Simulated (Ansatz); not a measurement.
Gas-phase electronic energies from Ansatz, PBE0-D4/def2-TZVP geometries. CBS: MP2 limit from def2 TZ/QZ plus the TZ coupled-cluster correction, frozen cores. This one scheme is used for every species. Functionals use def2-TZVPP. B3LYP here is the variant with VWN-RPA as its local correlation; programs differ in this. HSE06 is defined as in plane-wave codes. For Ge outer-core shells are correlated without core-valence functions, which leaves a few kJ/mol of doubt a bond. Scalar relativity is left out up to krypton. One conformer a species, not always the lowest.

Reaction (ligand exchange at the Si–F bond): `F[SiH2][S][GeH3]` + NH₃ → `N[SiH2][S][GeH3]` + H–F

```csv
level,ΔE (kJ/mol),difference from CCSD(T)/CBS
LDA (SPW92),77.1,-5.6
PBE-D4,81.2,-1.5
revPBE-D4,77.8,-4.9
BLYP-D4,88.3,5.6
r2SCAN-D4,88.2,5.5
B97M-V,93.5,10.8
PBE0-D4,79.8,-2.9
B3LYP-D4,87.5,4.8
r2SCANh-D4,86.9,4.2
r2SCAN0-D4,85.1,2.4
HSE06-D4,79.5,-3.2
BHLYP-D4,89.0,6.3
ωB97X-V,87.4,4.7
ωB97M-V,86.6,3.9
B2PLYP,90.0,7.3
PBE-QIDH,81.2,-1.5
PBE,84.9,2.2
BLYP,95.9,13.2
r2SCAN,89.2,6.5
PBE0,83.0,0.3
B3LYP,93.3,10.6
r2SCANh,88.0,5.3
r2SCAN0,86.4,3.7
HSE06,82.5,-0.2
BHLYP,93.6,10.9
CAM-B3LYP,93.2,10.5
LC-ωPBE,84.3,1.6
RPA@PBE/def2-TZVPP,85.7,3.0
HF/def2-SVP,89.0,6.3
MP2/def2-SVP,82.0,-0.7
CCSD/def2-SVP,84.5,1.8
CCSD(T)/def2-SVP,83.8,1.1
MP2/def2-TZVPP,80.9,-1.8
SCS-MP2/def2-TZVPP,85.7,3.0
CCSD/def2-TZVPP,85.3,2.6
CCSD(T)/def2-TZVPP,83.5,0.8
HF/def2-QZVPP,98.4,15.7
SCS-MP2/def2-QZVPP,85.6,2.9
HF/CBS(def2),98.6,15.9
CCSD/CBS(def2),84.5,1.8
CCSD(T)/CBS,82.7,0
```

Largest T1 diagnostic among the species: 0.012.

Leaving LDA and LC-ωPBE aside and taking each functional with its dispersion term where it has one, the values spread over 15.7 kJ/mol, from revPBE-D4 to B97M-V. LDA lies −7.7 kJ/mol from PBE without D4. The D4 term adds −5.8 kJ/mol with B3LYP and −3.2 kJ/mol with PBE0; it sums over pairs of atoms, weighted by their polarisabilities, and B3LYP, whose exchange is more repulsive, gets the larger term. In def2-TZVPP, CCSD(T) changes the Hartree–Fock value by −13.3 kJ/mol (the triples alone add −1.8 kJ/mol) and MP2 by −15.9 kJ/mol.

CCSD(T)/CBS has its own doubt, a few kJ/mol and more with outer-core shells, so smaller differences from it don't rank the levels.
